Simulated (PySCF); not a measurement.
## Telling isomers of C$_{4}$H$_{9}$BO$_{3}$ apart by NMR

- PBE0-D3(BJ)/def2-SVP geometry
- NMR shieldings at PBE0/pcSseg-1/GIAO
- J: B3LYP/pcJ-1 (spin–dipole term left out of most H,H and C,H couplings)
- program: PySCF 2.14
- non-relativistic, single conformer, isolated molecule, averaged over atoms made equivalent by symmetry, fast rotation or ring inversion

Scale: TMS for ¹H (σ = 31.27 ppm), ¹³C (σ = 184.41 ppm) (reference shieldings calculated alike). Multiplet labels drop J under 1 Hz and among equivalent protons, and merge close values. Unscaled 3J(H,H) run several per cent high. Couplings to H on boron are left out. Carbons bonded to boron are broad in practice. Shifts are as computed. Against solution values, carbons near 30 ppm lie about +2 ppm off and those near 130 ppm about +5 ppm. Of 1313 compounds with measured shifts, 239 miss one by over three times the rms of a fit or turn the order of signals round; such compounds aren't used in these exercises. OH and NH positions are gas-phase values without hydrogen bonding to other molecules.

(1) Tabulate the signals of `CO[C@H]1CCOBO1`, `COB(O)OC1CC1` and their relative energies.

(2) What is the quickest way to tell CO[C@H]1CCOBO1 from COB(O)OC1CC1?

Results:

(1) 
| SMILES | carbon types | δC | δH | E rel. (kcal/mol) |
| --- | --- | --- | --- | --- |
| CO[C@H]1CCOBO1 | 1×CH 2×CH2 1×CH3 | 94.5, 57.9, 55.5, 34.4 | 4.58 (m, 1H), 4.27 (m, 1H), 4.16 (br, 1H), 3.74 (m, 1H), 3.48 (s, 3H), 1.69 (m, 1H), 1.60 (m, 1H) | 15.9 |
| COB(O)OC1CC1 | 1×CH 2×CH2 1×CH3 | 51.6, 50.7, 6.4 | 3.61 (s, 3H), 3.19 (tt, 1H), 2.77 (br s, 1H), 1.36 (m, 2H), 0.29 (m, 2H) | 0.0 |

Energies are electronic energies at PBE0/pcSseg-1 on these geometries, without zero-point or thermal terms, each for the one conformer computed, which needn't be the lowest.

(2) Count the carbon signals: 4 against 3. The first has an sp3 CH2 bonded to O at 57.9 ppm, the second a three-membered-ring carbon (CH) at 50.7 ppm. Their most deshielded carbons lie at 94.5 and 51.6 ppm. In the proton spectra the most deshielded non-exchanging signals are 4.58 (m, 1H) and 3.61 (s, 3H).
